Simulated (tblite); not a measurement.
Run record: tight-binding relaxation, `F[C@@H]1C=C(C(F)(F)F)C[SiH2]1`.

Computed with GFN2-xTB geometry optimisation, gas phase (tblite 0.8.0). Start geometry: from a force field or distance geometry. The input is one job of a driver script: a line of settings, then coordinates in Å.

Command:
```bash
OMP_NUM_THREADS=1 python probes_run.py task.json out
```

Input:
```
{"job": {"kind": "relax", "xc": "GFN2-xTB", "basis": "xTB"}, "charge": 0, "multiplicity": 1}
F      2.142100    -1.761400    -0.624500
C      1.648800    -0.814300     0.223600
C      0.211200    -1.091200     0.544200
C     -0.724400    -0.159900     0.179800
C     -2.200100    -0.282200     0.418400
F     -2.887900    -0.234900    -0.760600
F     -2.657500     0.738900     1.178500
F     -2.538900    -1.431000     1.035100
C     -0.223900     1.085600    -0.503700
Si     1.671400     0.875300    -0.616500
H      2.257900    -0.826800     1.141000
H     -0.067900    -2.024300     1.029300
H     -0.660100     1.177700    -1.498700
H     -0.464900     1.980400     0.078000
H      2.363400     1.926000     0.192300
H      2.123100     0.851000    -2.027800
```

Output:
```
step      E/eV     max force
  0    -936.12336    2.252
  1    -936.21379    1.506
  2    -936.25361    0.380
  3    -936.26802    0.265
  4    -936.27848    0.222
  5    -936.28666    0.193
  6    -936.29420    0.177
  7    -936.29984    0.179
  8    -936.30307    0.136
  9    -936.30435    0.075
... (51 lines left out)
 61    -936.31321    0.048
 62    -936.31340    0.031
 63    -936.31349    0.026
 64    -936.31358    0.026
 65    -936.31369    0.020
 66    -936.31378    0.020
 67    -936.31385    0.019
 68    -936.31390    0.019
 69    -936.31392    0.011
 70    -936.31394    0.010
```

«max force» is the largest atomic force in eV/Å.

**Question.** From which step on does the largest force stay under 0.1 eV/Å, and how much energy is left to gain from there?

**Answer.** From step 9 (0.075 eV/Å), 9.6 meV above the end.

Main results: energy lowered by 4.4 kcal/mol over 70 steps; largest atomic force 0.010 eV/Å at the end.

**Question.** Give the final coordinates.

**Answer.** 0.178 Å rms from the input after alignment:
```
atom  x, y, z in Å
F1     2.2626   -1.8142   -0.3855
C2     1.6422   -0.7690    0.2839
C3     0.1944   -1.0812    0.4974
C4    -0.6840   -0.1427    0.1722
C5    -2.1615   -0.3067    0.3580
F6    -2.8303   -0.2037   -0.8059
F7    -2.6758    0.6438    1.1637
F8    -2.5095   -1.4839    0.8942
C9    -0.2196    1.1583   -0.4128
Si10   1.6493    0.8874   -0.7148
H11    2.1540   -0.7129    1.2527
H12   -0.0813   -2.0475    0.8908
H13   -0.7930    1.3829   -1.3134
H14   -0.4230    1.9698    0.2884
H15    2.4829    1.9002   -0.0698
H16    1.9851    0.6283   -2.1105
```

On Arm Neoverse N1, one thread, no GPU, on a shared host, this took 0.91 s.
Labels such as C1 count atoms from 1, the log's own numbers from 0.
